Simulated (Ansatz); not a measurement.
Relaxation of C3H11NSSi (17 atoms, charge 0, multiplicity 1), to a largest force component of 0.015 eV/Å in at most 40 steps.

These are results of RKS BHLYP/STO-3G (Ansatz), not measurements.

```xyz
17
Properties=species:S:1:pos:R:3
C -0.342 2.700 0.465
S 0.182 1.532 1.672
C 1.002 0.368 0.544
Si 0.009 -1.074 0.156
C 0.759 -2.250 -1.049
N -1.585 -0.586 -0.463
H 0.487 3.196 -0.062
H -0.897 3.556 0.964
H -1.059 2.301 -0.231
H 1.933 0.010 1.099
H 1.360 0.882 -0.326
H -0.388 -1.825 1.406
H 0.933 -1.716 -1.994
H 0.093 -3.093 -1.233
H 1.698 -2.637 -0.618
H -2.179 -1.385 -0.526
H -2.023 0.018 0.237
```

Problem. Where does it end, and by what steps?

Solution. The run converged. Limits of this set-up: minimal basis. After 14 steps the energy has fallen by 0.580 eV; H16 moved furthest, 0.56 Å.

```tsv
step	energy less start (eV)	largest force component (eV/Å)	accepted
0	0.0000	3.325	yes
1	-0.4799	0.704	yes
2	-0.5329	0.300	yes
3	-0.5429	0.179	yes
4	-0.5510	0.222	yes
5	-0.5548	0.729	yes
6	-0.5671	0.293	yes
7	-0.5651	0.398	no
8	-0.5740	0.067	yes
9	-0.5771	0.265	yes
10	-0.5789	0.079	yes
11	-0.5794	0.040	yes
12	-0.5795	0.026	yes
13	-0.5796	0.043	yes
14	-0.5796	0.006	yes
```

```xyz
17
Properties=species:S:1:pos:R:3
C -0.401 2.521 0.278
S 0.425 1.742 1.687
C 1.150 0.334 0.789
Si -0.037 -1.040 0.310
C 0.659 -2.056 -1.087
N -1.562 -0.344 -0.231
H 0.315 2.951 -0.426
H -1.037 3.326 0.649
H -1.021 1.789 -0.250
H 1.920 -0.084 1.439
H 1.670 0.703 -0.097
H -0.235 -1.883 1.459
H 0.790 -1.455 -1.984
H 0.004 -2.888 -1.339
H 1.629 -2.471 -0.824
H -2.069 -0.969 -0.883
H -2.219 -0.177 0.551
```

Whether the end is a true minimum wasn't checked by a vibrational analysis.

Run time: 2 min on 1 thread of Arm Neoverse N1, on a shared host, peak memory 0.16 GiB.
